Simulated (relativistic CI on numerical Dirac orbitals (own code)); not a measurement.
# Sensitivity of the levels of Ir52+ to α and to the nuclear radius

These numbers are calculated, not measured: Dirac-Coulomb-Breit CI, KLI orbitals optimised for each configuration, derivatives by finite differences, unscaled Slater integrals, QED left out (own radial code, finite nucleus).

CI space (outside the closed core [Ne]): 3s²3p⁶3d⁷, 3s²3p⁵3d⁸, 3s²3p⁴3d⁹, 3s3p⁶3d⁸, 3p⁶3d⁹, 3s3p⁵3d⁹, 3s²3p⁶3d⁶4s, 3s²3p⁶3d⁶4p. Levels of other configurations are missing.

With x = (α/α₀)² − 1 an excitation energy changes as ω = ω₀ + qx; K = 2q/ω₀ is the relative enhancement. Terms are leading LS components, so labels can repeat. The field-shift factor is F = δν/δ⟨r²⟩ for the transition from the lowest level.

Lowest level 3s²3p⁶3d⁷ ⁴F9/2.

```
            Level  ω₀ (cm⁻¹)   q (cm⁻¹)  F (GHz/fm²)
  3s²3p⁶3d⁷ ²P3/2     108605      10640       -0.396
  3s²3p⁶3d⁷ ²D5/2     170570      26140         1.21
  3s²3p⁶3d⁷ ⁴F7/2     643069     687200         20.3
  3s²3p⁶3d⁷ ⁴F9/2     701026     671100         20.3
  3s²3p⁶3d⁷ ⁴P3/2     728608     695200         20.7
  3s²3p⁶3d⁷ ⁴P5/2     748584     698700           21
  3s²3p⁶3d⁷ ²P1/2     757893     689100         19.8
 3s²3p⁶3d⁷ ²H11/2     773183     667700           21
  3s²3p⁶3d⁷ ²F7/2     833677     691300         21.1
  3s²3p⁶3d⁷ ²F5/2     872236     676400           21
  3s²3p⁶3d⁷ ²D3/2    1028295     698300         22.6
  3s²3p⁶3d⁷ ⁴F5/2    1347489  1.364e+06         40.4
  3s²3p⁶3d⁷ ⁴P3/2    1383528  1.373e+06         40.2
  3s²3p⁶3d⁷ ²H9/2    1423518  1.355e+06         41.1
  3s²3p⁶3d⁷ ⁴P1/2    1430895  1.373e+06         39.8
  3s²3p⁶3d⁷ ²G7/2    1448913  1.347e+06         40.4
  3s²3p⁶3d⁷ ²D5/2    1662629  1.368e+06           42
  3s²3p⁶3d⁷ ²D3/2    2104372   2.05e+06         60.3
3s²3p⁵3d⁸ ⁴G°11/2    3561760     841200         51.8
 3s²3p⁵3d⁸ ²D°5/2    3665583     846900         48.8
 3s²3p⁵3d⁸ ²F°7/2    3674826     849600         48.2
 3s²3p⁵3d⁸ ⁴F°9/2    3734561     841400         51.9
 3s²3p⁵3d⁸ ²P°1/2    3835938     862300         52.7
```

At this charge energies of transitions that change n are usually good to better than 1 %, and those within a shell (Δn = 0) to a few per cent.

(1) Which transition from the lowest level has the largest |K|?

Answers

(1) 3s²3p⁶3d⁷ ⁴F7/2 at 643069 cm⁻¹, K = 2.14.
